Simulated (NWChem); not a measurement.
**A calculation on H₃O₂ (+1)**

SMILES: [OH2+]O
```xyz
5

O     -0.6509     0.4324     0.0000
O      0.5529    -0.3693     0.0000
H     -1.3383    -0.2763     0.0000
H      1.0613    -0.1146     0.8131
H      1.0613    -0.1146    -0.8131
```
Charge +1, spin multiplicity 1.

Everything below was run with NWChem. The geometry was optimised at B3LYP/def2-SVP, a minimum by its harmonic frequencies. It is one conformer; others weren't searched.

Symmetry labels belong to the abelian group Cs used in the runs, with the axes of the coordinates shown.

The structure started from a generated list of species.

Question: List the lowest 6 singlet excitations that CIS/aug-cc-pVDZ gives, with oscillator strengths.

Answer: 
| state | symmetry | energy (eV) | wavelength (nm) | f |
|---|---|---|---|---|
| 1 | a" | 6.21 | 200 | 0.000 |
| 2 | a' | 8.67 | 143 | 0.045 |
| 3 | a" | 11.85 | 105 | 0.008 |
| 4 | a' | 12.42 | 100 | 0.003 |
| 5 | a' | 13.17 | 94 | 0.001 |
| 6 | a" | 13.46 | 92 | 0.010 |
